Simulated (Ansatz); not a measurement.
`OBCCBr`, relaxed with RKS PBE0-D4/def2-TZVP in Ansatz from a PBE-D4/def2-SVP geometry. The force threshold is 0.005 eV/Å; the program also tests the step.

Total charge 0; spin multiplicity 1.

Start:

```xyz
11

O     0.983   -0.393    1.517
B    -0.249    0.109    1.229
C    -0.565    0.506   -0.267
C     0.327   -0.112   -1.331
Br   -0.013   -2.050   -1.506
H     1.100   -0.582    2.465
H    -1.059    0.300    2.128
H    -0.443    1.619   -0.308
H    -1.637    0.338   -0.502
H     0.155    0.296   -2.344
H     1.401   -0.031   -1.080
```

```
step  energy (eV)  largest force (eV/Å)  largest move (Å)
   1  -74931.1647                 0.499             0.000
   2  -74931.2001                 0.171             0.024
   3  -74931.2031                 0.043             0.012
   4  -74931.2033                 0.048             0.005
   5  -74931.2035                 0.017             0.005
   6  -74931.2035                 0.010             0.004
   7  -74931.2035                 0.005             0.001
```

End:

```xyz
11

O     0.974   -0.386    1.514
B    -0.248    0.113    1.222
C    -0.564    0.502   -0.266
C     0.327   -0.112   -1.320
Br   -0.023   -2.025   -1.511
H     1.100   -0.576    2.446
H    -1.044    0.303    2.105
H    -0.449    1.598   -0.316
H    -1.618    0.323   -0.498
H     0.162    0.302   -2.312
H     1.382   -0.041   -1.064
```

Hardware: 4 threads of an Arm Neoverse N1 on a shared host. Wall time 52 s, peak host memory 0.6 GiB.
